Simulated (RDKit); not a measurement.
Torsional profile of SMILES C=C/C=C\c1ccco1 (C8H8O). Scanned: dihedral C1–C2–C3–C4 and dihedral C3–C4–C5–O9; all other coordinates were relaxed at GFN2-xTB. Points at φ and −φ are mirror images. Heavy atoms are numbered in the order of the SMILES C=C/C=C\c1ccco1, hydrogens after them in the order of the atoms that carry them; the mirror image has the same energies with the sign of each dihedral reversed.

Computed with RDKit 2026.03.6 with UFF // GFN2-xTB.

Energy in kJ/mol above the lowest grid point; x is the dihedral C1–C2–C3–C4 (°), y the dihedral C3–C4–C5–O9 (°).

```csv
y \ x,-150,-120,-90,-60,-30,0,30,60,90,120,150,180
180,29.1,29.9,39.8,44.4,53.7,84.6,53.7,44.4,39.8,29.9,29.1,36.6
150,26.4,36.9,39.0,33.1,38.2,61.5,82.5,57.5,43.1,25.2,14.3,15.2
120,21.8,36.2,46.9,37.3,37.1,54.8,65.0,61.0,48.9,32.3,19.0,15.3
90,27.1,41.9,55.4,46.4,46.4,51.1,48.1,48.5,55.9,41.9,27.0,21.7
60,13.8,28.7,42.7,38.1,52.9,43.8,31.2,32.7,42.6,29.3,14.7,8.8
30,2.6,14.5,27.4,26.6,48.1,62.2,20.4,18.7,27.6,15.0,5.1,0.4
0,1.9,10.4,22.4,18.2,31.1,76.1,31.1,18.2,22.4,10.4,1.9,0.0
-30,5.1,15.0,27.6,18.7,20.4,62.2,48.1,26.6,27.4,14.5,2.6,0.4
-60,14.7,29.3,42.6,32.7,31.2,43.8,52.9,38.1,42.7,28.7,13.8,8.8
-90,27.0,41.9,55.9,48.5,48.1,51.1,46.4,46.4,55.4,41.9,27.1,21.7
-120,19.0,32.3,48.9,61.0,65.0,54.8,37.1,37.3,46.9,36.2,21.8,15.3
-150,14.3,25.2,43.1,57.5,82.5,61.5,38.2,33.1,39.0,36.9,26.4,15.2
```

The six lowest points that lie below all their neighbours on the grid: x = 180, y = 0 (0.0 kJ/mol); x = -150, y = -150 (14.3 kJ/mol); x = 150, y = 150 (14.3 kJ/mol); x = -60, y = 0 (18.2 kJ/mol); x = 60, y = 0 (18.2 kJ/mol); x = -60, y = 150 (33.1 kJ/mol). The lowest path on the grid from the first to the second passes x = 180, y = -90 at 21.7 kJ/mol.
